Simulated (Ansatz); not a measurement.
Reaction (redistribution): `C[S][Ge][SH]` + `FC#[C][AlH2]` → `[F][Ge][SH]` + `CSC#[C][AlH2]`

Program: Ansatz. Geometries: PBE0-D4/def2-TZVP. ΔE: electronic, gas phase. CBS: MP2 limit from def2 TZ/QZ plus the TZ coupled-cluster correction, frozen cores. DFT in def2-TZVPP. B3LYP here is the variant with VWN-RPA as its local correlation; programs differ in this. For Ge outer-core shells are correlated without core-valence functions, which leaves a few kJ/mol of doubt a bond. Scalar relativity is left out up to krypton. Each species was taken in one conformer, which may not be the lowest.

`C[S][Ge][SH]`:

Cartesian coordinates in Å:
```
C -1.510 -0.586 0.016
S 0.236 -0.421 0.477
Ge 0.878 1.237 -0.847
S 3.015 1.317 -0.170
H -2.128 -0.420 0.898
H -1.784 0.138 -0.753
H -1.685 -1.592 -0.364
H 2.978 0.328 0.741
```

`FC#[C][AlH2]`:

Cartesian coordinates in Å:
```
F 1.429 1.273 2.393
C 0.838 0.748 1.402
C 0.274 0.247 0.457
Al -0.610 -0.544 -1.021
H 0.228 -1.433 -2.023
H -2.158 -0.292 -1.208
```

`[F][Ge][SH]`:

```xyz
4

F     1.009    0.315   -1.777
Ge   -0.363    0.707   -0.753
S     0.213   -0.684    0.898
H    -0.859   -0.338    1.632
```

`CSC#[C][AlH2]`:

```xyz
10

C    -0.847    2.290    0.107
S    -0.198    1.471   -1.369
C     0.193   -0.027   -0.763
C     0.498   -1.144   -0.369
Al    0.969   -2.868    0.248
H    -0.078    2.348    0.876
H    -1.723    1.762    0.479
H    -1.130    3.296   -0.207
H     0.730   -3.220    1.771
H     1.585   -3.907   -0.773
```

| level | ΔE (kcal/mol) | difference from CCSD(T)/CBS |
| --- | --- | --- |
| PBE-D4 | -27.8 | 1.5 |
| PBE0-D4 | -27.2 | 2.1 |
| B3LYP-D4 | -29.7 | -0.4 |
| ωB97X-V | -29.4 | -0.1 |
| B2PLYP | -30.9 | -1.6 |
| PBE | -28.3 | 1.0 |
| r2SCAN | -29.6 | -0.3 |
| PBE0 | -27.6 | 1.7 |
| HF/def2-TZVPP | -30.0 | -0.7 |
| SCS-MP2/def2-TZVPP | -30.8 | -1.5 |
| CCSD/def2-TZVPP | -29.0 | 0.3 |
| HF/def2-QZVPP | -30.7 | -1.4 |
| MP2/def2-QZVPP | -31.0 | -1.7 |
| SCS-MP2/def2-QZVPP | -31.2 | -1.9 |
| HF/CBS(def2) | -30.8 | -1.5 |
| MP2/CBS(def2) | -30.9 | -1.6 |
| CCSD(T)/CBS | -29.3 | 0 |

Largest T1 diagnostic among the species: 0.015.

The D4 term adds +0.9 kcal/mol with B3LYP and +0.4 kcal/mol with PBE0; it sums over pairs of atoms, weighted by their polarisabilities, and B3LYP, whose exchange is more repulsive, gets the larger term.
